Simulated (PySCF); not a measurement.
Ionisation energy of Pr(22+) by level of theory

Pr(22+) [Kr] 4d1 [4d3/2^1, M_J = 3/2] → Pr(23+) [Kr], as a difference of total energies. Computed with PySCF 2.14 in an even-tempered Gaussian basis (18 s from 1.5 bohr⁻², ratio 2.8; 14 p from 2 bohr⁻², ratio 2.8; 9 d from 2 bohr⁻², ratio 2.8; 4 f from 7 bohr⁻², ratio 3), with the two-component X2C-1e Hamiltonian. Correlated levels: [Ar] 3d10 frozen; the 94 highest virtual spinors dropped. "Screened" scales the spin-orbit matrix elements by Boettger's factors to mimic the two-electron term; Breit and QED terms are absent.

```json
{"method": "GHF (screened spin-orbit)", "ionisation energy (eV)": "662.58"}
{"method": "GMP2 (screened spin-orbit)", "ionisation energy (eV)": "662.96"}
```

Problem. How much does correlation contribute at GMP2 (screened spin-orbit)?

Solution. 662.96 − (662.58) = 0.38 eV, measured against GHF (screened spin-orbit).

Breit and QED terms and the two-electron picture change are absent.

For comparison: 663 ± 4 eV (theoretical estimate listed by NIST; NIST Atomic Spectra Database, ionization energies).
